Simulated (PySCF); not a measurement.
Ru: ionisation energy

Ru [Kr] 4d7 5s1 (5F) → Ru+ [Kr] 4d7 (4F), as a difference of total energies. All numbers are calculated (PySCF 2.14, a scalar-relativistic core potential, in cc-pVDZ-PP with ECP28MDF). Correlated levels: valence: 4s2 4p6 frozen. The calculations carry no spin-orbit coupling.

```
           method  ionisation energy (eV)
              UHF                   6.296
             TPSS                   7.615
             MN15                   7.586
    MP2 (valence)                   6.936
SCS-MP2 (valence)                   6.735
```

Task: How much does correlation contribute at MP2 (valence)?

Result: 6.936 − (6.296) = 0.640 eV, measured against UHF.

Errors of the correlated levels include the incompleteness of this basis and the frozen core.

For comparison: 7.365 eV (measured; NIST levels, between the centres of gravity of the two terms).
